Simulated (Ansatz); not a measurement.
The same path of ClH3OSi + H2O (9 atoms, charge 0, multiplicity 1) was run twice with different band settings. Lost on the way: Si1–H2, O7–H9. Made: Si1–O7, H2–H9.

Method: RKS PBE0/6-31G* in Ansatz.

Relaxed end points:

```xyz
9
Properties=species:S:1:pos:R:3
Si 0.288 -0.135 -0.112
H 0.502 -0.186 1.351
O 1.730 0.054 -0.900
H 2.437 -0.556 -0.659
H -0.549 0.952 -0.644
Cl -0.523 -1.982 -0.658
O -2.191 -0.066 1.249
H -2.809 -0.142 0.509
H -2.174 -0.958 1.623
```

```xyz
9
Properties=species:S:1:pos:R:3
Si -0.101 -0.188 -0.881
H -1.712 0.385 3.555
O 1.533 -0.203 -0.813
H 1.947 -1.001 -0.463
H -0.489 1.190 -1.221
Cl -0.833 -1.422 -2.375
O -0.714 -0.743 0.544
H -1.542 -1.236 0.499
H -1.381 0.200 2.914
```

Common settings: spring 5.0 eV/Å²; optimiser quadratic models (default); start path through a guess of the saddle point; force threshold 0.03 eV/Å; end points relaxed.

| run | movable images | climbing image | iteration limit |
| --- | --- | --- | --- |
| 1 | 7 | yes | 60 |
| 2 | 8 | no | 54 |

(1) What does each run give, and how far can it be trusted?

## Answers

(1) Run 1: converged after 43 iterations, highest image 1.429 eV above the first end. Neighbouring images differ by up to 2.0 eV, so the band resolves the path poorly. A vibrational analysis at the climbing image gives one clearly imaginary mode, 1411i cm⁻¹: a first-order saddle point.
Run 2: converged after 43 iterations, highest image 0.638 eV above the first end. Neighbouring images differ by up to 1.3 eV, so the band resolves the path poorly. No image climbed, so the highest image needn't sit at the top of the path.
The orbitals stay closed-shell, which can raise the energy where a bond breaks towards radicals; this wasn't checked here.
